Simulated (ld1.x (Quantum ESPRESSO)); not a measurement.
**u(r) = r·R(r): atom against pseudo-atom (copper (Cu))**

Columns: radius, all-electron u(r) and pseudo u(r) of the 3s shell (level -120.00 eV) of copper in the configuration [Ne] 3s2 3p6 3d9 4s2 4p0; PBE, scalar-relativistic, TM semilocal scheme, ld1.x (Quantum ESPRESSO) 7.5.

```tsv
r (bohr)	all-electron	pseudo
0.062	0.0766	0.1266
0.125	-0.6053	0.2585
0.188	-0.6611	0.3970
0.250	-0.2983	0.5421
0.312	0.1919	0.6964
0.375	0.6470	0.8590
0.438	0.9876	1.0174
0.500	1.1996	1.1529
0.562	1.3043	1.2490
0.625	1.3261	1.2912
0.688	1.2879	1.2741
0.750	1.2129	1.2098
0.812	1.1166	1.1163
0.875	1.0087	1.0087
0.938	0.8990	0.8990
1.000	0.7943	0.7943
1.062	0.6960	0.6960
1.125	0.6045	0.6045
1.188	0.5220	0.5220
1.250	0.4497	0.4497
1.312	0.3860	0.3860
1.375	0.3294	0.3294
1.438	0.2803	0.2803
1.500	0.2386	0.2386
1.562	0.2026	0.2026
1.625	0.1714	0.1714
```

(1) How many radial nodes do the two functions have?

(2) At about which radius was the pseudo-wave matched?

(3) Is the pseudo-wave norm-conserving?

## Answers

(1) The all-electron 3s function has n − l − 1 = 2; the pseudo-wave has 0, since the states of the same l below it are removed with the core.

(2) 0.90 bohr. The columns agree to 0.0005 from 0.81 bohr on; several derivatives are matched, so the curves merge somewhat inside the radius.

(3) Yes: the TM semilocal scheme keeps the norm inside the radius equal to the all-electron one, which fixes the energy derivative of the logarithmic derivative at the level.
